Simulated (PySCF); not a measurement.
Input file for PySCF: R-HF/3-21G on CH5ClO (a complex).

```python
from pyscf import gto, scf, dft, mp
from pyscf.data.elements import chemcore

mol = gto.M(
    atom='''
    Cl    0.66261912   -0.26535882    0.25137751
    H    -0.00026337   -0.38571534    1.37779825
    C     0.16988612    0.13220441    3.92731266
    O    -0.75889389   -0.39812620    2.97552727
    H     0.43911508    1.16520220    3.69328375
    H     1.06226126   -0.48662219    3.86597006
    H    -0.23354958    0.07621794    4.94084420
    H    -1.56388043    0.13110700    2.98615699
    ''',
    basis='3-21g',
    charge=0, spin=0, verbose=3, max_memory=1800)
mf = scf.RHF(mol)
mf.conv_tol = 1e-8
mf.max_cycle = 100
mf.kernel()
if not mf.converged:
    mf = mf.newton().run(mf.mo_coeff, mf.mo_occ)
```

Question: Predict the final total energy.

Answer: -572.2867 hartree.
